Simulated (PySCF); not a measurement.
Compound: C4H5NOSi.
Numbering: `[CH3:1][C:2]#[C:3][Si@@H:4]([OH:5])[C:6]#[N:7]` (hydrogens: H8, H9, H10 on C1; H11 on Si4; H12 on O5)

Theory: PBE0-D3(BJ)/def2-SVP geometry optimisation, gas phase in PySCF.

(1) List the bond lengths, angles and torsions at this level.

Results:

(1) 
```
                bond  length (Å)   order
               C1–C2       1.449  single
               C2≡C3       1.220  triple
              C3–Si4       1.814  single
              Si4–O5       1.651  single
              Si4–C6       1.868  single
               C6≡N7       1.160  triple
C1–H8, C1–H9, C1–H10       1.101  single
             Si4–H11       1.478  single
              O5–H12       0.962  single
```

Bonds in one row agree within 0.01 Å and their mean is given. Orders are formal, as drawn. A selection of angles:
```
     angle  degrees
  C2–C1–H8    110.8
  H8–C1–H9    108.1
  C1–C2–C3    179.7
 C2–C3–Si4    179.1
 C3–Si4–O5    113.5
 C3–Si4–C6    106.1
C3–Si4–H11    113.0
 O5–Si4–C6    109.4
O5–Si4–H11    106.8
C6–Si4–H11    107.9
Si4–O5–H12    117.7
 Si4–C6–N7    179.3
```

Torsions: H12–O5–Si4–C3 49° (synclinal).

Si4 (oxygen-bound silicon) is distorted tetrahedral (angles from 106.1° to 113.5°). The 2 C–C bonds span 1.220 Å (C2≡C3, drawn triple) to 1.449 Å (C1–C2, drawn single), a spread of 0.229 Å. The 2 C–Si bonds span 1.814 Å (C3–Si4, drawn single) to 1.868 Å (Si4–C6, drawn single), a spread of 0.054 Å.

Point group: C1 (no symmetry element, even within 0.4 Å). PBE0-D3(BJ)/def2-SVP frequencies: not computed here. One conformer, not necessarily the lowest (C3–Si4–O5–H 49°).

Time: 51 s wall; peak memory 0.52 GiB. Hardware: one thread of an Arm Neoverse V1 (shared host). This is the geometry optimisation.
